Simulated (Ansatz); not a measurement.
Molecule: CaF, net charge 1, singlet state. SMILES: [F][Ca+]
Geometry from a B3LYP-D3(BJ)/def2-TZVP (Ansatz, a quantum-chemistry and plane-wave program) optimisation:
```
Ca
F 1 1.8817
```
Charge +1, spin multiplicity 1.

Wanted: vertical triplet-singlet gap, E(triplet) - E(singlet), in eV. Set-up: UHF or UKS for open shells; spin-orbit terms left out; LANL2DZ with its own core potentials from Na on; six Cartesian d functions in 6-31G* and its kin unless marked 5d; each state is the SCF solution reached for its charge and spin; 6-311+G** with 5d; non-relativistic. First-principles rows: single points at B3LYP-D3(BJ) geometries (Ansatz). The spin state of an ion or metal species was assumed, not searched. Levels can end on unlike triplets.

```json
[
 {"level": "B3LYP/STO-3G", "program": "Ansatz", "vertical triplet-singlet gap, E(triplet) - E(singlet) (eV)": "2.20"},
 {"level": "B3LYP/3-21G", "program": "Ansatz", "vertical triplet-singlet gap, E(triplet) - E(singlet) (eV)": "4.37"},
 {"level": "B3LYP/6-31G*", "program": "Ansatz", "vertical triplet-singlet gap, E(triplet) - E(singlet) (eV)": "6.94"},
 {"level": "B3LYP/6-31G* with LANL2DZ past Ar", "program": "Ansatz", "vertical triplet-singlet gap, E(triplet) - E(singlet) (eV)": "5.37"},
 {"level": "B3LYP/6-311+G**", "program": "Ansatz", "vertical triplet-singlet gap, E(triplet) - E(singlet) (eV)": "7.04"},
 {"level": "B3LYP/def2-TZVPD", "program": "Ansatz", "vertical triplet-singlet gap, E(triplet) - E(singlet) (eV)": "7.07"}
]
```

No value to compare with is used here. The 5 habitual levels span 2.20 (B3LYP/STO-3G) to 7.04 eV (B3LYP/6-311+G**); B3LYP/def2-TZVPD gives 7.07.

The sets are all those run for this method; runs whose electronic state is in doubt are left out.
